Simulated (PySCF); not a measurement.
**Computed properties of In(Br)(NH2)2 (BrH₄InN₂), SMILES [NH2][In]([NH2])[Br]**

BrH4InN2, SMILES [NH2][In]([Br])[NH2]. Coordinates come from a B3LYP-D3(BJ)/def2-SVP optimisation. The def2 effective core potentials stand for the cores of In; spin–orbit coupling is left out. Other conformers were not sampled. All values are computed for the isolated molecule unless a solvent is named; none is compared with measurement here.

**Structure.** The optimised structure has Cs symmetry. All 18 harmonic modes at B3LYP-D3(BJ)/def2-SVP (PySCF) are real, so it is a minimum. With heavy atoms numbered as in [In:1]([Br:2])([NH2:3])[NH2:6], the shortest bond between them is In1–N3 at 2.041 Å and the longest In1–Br2 at 2.516 Å.

**Vibrations.** The strongest infrared lines (harmonic, unscaled, degenerate partners summed) lie at 457 cm⁻¹ (173 km/mol, H 49 %, N 48 %), 435 cm⁻¹ (100 km/mol, H 65 %, N 33 %), 821 cm⁻¹ (79 km/mol, H 89 %, N 10 %). The softest mode is at 90 cm⁻¹ and the zero-point energy is 31.4 kcal/mol.

**Electronic structure.** PBE0/def2-TZVP (PySCF) places the frontier levels at -7.37 and -1.65 eV, a gap of 5.72 eV, and gives a dipole moment of 3.65 D and a mean polarisability of 72.6 bohr³. PBE/def2-TZVP (PySCF) at the same geometry gives -6.02 and -2.48 eV, so its gap is 2.18 eV narrower. An orbital gap is neither the optical nor the fundamental gap.

**Excitations.** TDA-ωB97X/def2-SVPD (PySCF) has S1 at 5.19 eV (239 nm, f = 0.075, bright); the most intense of the 10 singlets computed lies at 6.02 eV (f = 0.14). T1 (TDA) is at 4.34 eV, 0.85 eV under S1. TDA-PBE/def2-SVPD (PySCF) puts S1 at 3.99 eV. No vertical singlet excitation falls in the visible range (under 3.1 eV).
